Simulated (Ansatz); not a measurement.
Breaking the Ga1–H2 bond in GaH4N (SMILES [NH2][GaH2]) (multiplicity 1 held, fragments rigid). Energies count from the point at 1.562 Å.
Geometry at that point (charge 0, multiplicity 1):
| atom | x (Å) | y (Å) | z (Å) |
|---|---|---|---|
| Ga | 0.0071 | -0.1752 | -0.3421 |
| H | -1.2916 | -0.0769 | -1.2036 |
| H | 1.3319 | -0.9094 | -0.7224 |
| N | -0.0268 | 0.6560 | 1.2808 |
| H | -0.8205 | 1.1614 | 1.6389 |
| H | 0.7460 | 0.6643 | 1.9262 |

R- and RO- levels are restricted; in cc, def2 and unpolarised 6-31G sets they are followed outwards from rest. U- levels take the lowest unrestricted solution at each point, which mixes spins at long bonds. Active spaces are followed from a long bond inwards. Curves can end on different states.

Frozen-core correlation. Filled d and f shells under p-block atoms count as core.

Run with Ansatz (Gaussian orbitals). Each number belongs to the level named beside it.

Task: What energy at R = 4.997 Å does FIC-MRCISD+Q on CASSCF(2,2)/cc-pVTZ give?

Result: 84.9 kcal/mol

Task: Give the energy at R = 4.997 Å at the level U-wB97X-V/cc-pVTZ.

Result: 87.6 kcal/mol

Task: What is the computed energy at R = 4.997 Å (R-wB97X-V/cc-pVTZ)?

Result: 144.9 kcal/mol

Doubts at one or more of the structures used: a restricted determinant that unrestricted orbitals would lower (R-wB97X-V/cc-pVTZ); a spin-contaminated determinant (U-wB97X-V/cc-pVTZ).

Ansatz is a quantum-chemistry and plane-wave program.
